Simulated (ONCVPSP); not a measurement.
# antimony (Sb): one change to an ONCV potential, before and after

ONCVPSP 4.0.1 input, shortened (lines: element, Z, core and valence counts, functional; n l f; lmax; l rc ep ncon nbas qcut; lloc lpopt rc5 dvloc0; l nproj debl; icmod fcfact rcfact), LDA (Perdew-Zunger), scalar-relativistic:

```
  Sb 51.00    9    2        3      upf
    1    0    2.00
    2    0    2.00
    2    1    6.00
    3    0    2.00
    3    1    6.00
    3    2   10.00
    4    0    2.00
    4    1    6.00
    4    2   10.00
    5    0    2.00
    5    1    3.00
    2
    0    1.60    0.00    3    6    3.30
    1    2.20    0.00    3    6    3.60
    2    2.15    0.13    3    6    4.60
    4    3    1.20    1.00
    0    1    3.50
    1    2    3.50
    2    2    1.70
    3    4.50    1.65
```

All-electron outer shells of the reference configuration (LDA (Perdew-Zunger), scalar-relativistic, ld1.x):

| shell | level (eV) | outermost node (bohr) | outermost maximum (bohr) |
| --- | --- | --- | --- |
| 4p | -101.60 | 0.39 | 0.76 |
| 4d | -33.55 | 0.38 | 0.84 |
| 5s | -13.09 | 0.95 | 1.88 |
| 5p | -5.00 | 1.04 | 2.32 |

Change: core correction Teter function, fcfact 4.5, rcfact 1.14.

Cutoffs: the cutoffs (Ha) at which the residual kinetic energy of the hardest occupied pseudo-wave falls to 1 and 0.1 mHa per electron; they do not see the model core or the augmentation charge, which bear on the density cutoff. Errors are all-electron minus pseudo energies relative to the spin-unpolarised reference configuration.

**Question.** What does the change do?

**Answer.** The potential gets neither clearly harder nor softer (11 Ha and 33 Ha → 11 Ha and 33 Ha); both files keep a bound ghost (d, s); of the 4 tests that both files solve, the error grows in 0 and shrinks in 4 by more than 15 % and 0.3 meV (median size 122.7 → 5.3 meV). A model core, the more so a compact one, raises the density cutoff, which this test does not measure.

| quantity | base | changed |
| --- | --- | --- |
| cutoff, loose | 11 Ha | 11 Ha |
| cutoff, tight | 33 Ha | 33 Ha |
| bound ghosts | s, d | s, d |
| GHOST(+) flags under 300 eV | p at 103.1 eV | p at 103.1 eV |
| error for 5s2 5p2, meV [ΔE 8.52 eV] | -34 | +0.1 |
| error for 5s2 5p1, meV [ΔE 24.77 eV] | -201 | +2.8 |
| error for 5s2 5p0, meV [ΔE 49.56 eV] | -631 | +14 |
| error for 5s1 5p3, meV [ΔE 17.34 eV] | -45 | -7.8 |
| s: phases at 1.62 bohr within 0.05 rad from the reference energy up to (Ha; the scan ends near 5) | 2.2 | 2.2 |
| p: phases at 2.23 bohr within 0.05 rad from the reference energy up to (Ha; the scan ends near 5) | 3.6 | 3.6 |
| d: phases at 2.18 bohr within 0.05 rad from the reference energy up to (Ha; the scan ends near 5) | 4.2 | 4.2 |
| rms error of d²Exc/dni dnj with the model core, mHa | 2.62 | 4.15 |

Base: The cutoffs count occupied waves only; projector 2 of the d channel, the hardest unoccupied one, needs 53 Ha at the loose tolerance. Changed file: The cutoffs count occupied waves only; projector 2 of the d channel, the hardest unoccupied one, needs 53 Ha at the loose tolerance. A true bound ghost makes a file unfit for plane-wave use even where its test errors are small: the radial tests pick states by their node count and pass the ghost by.
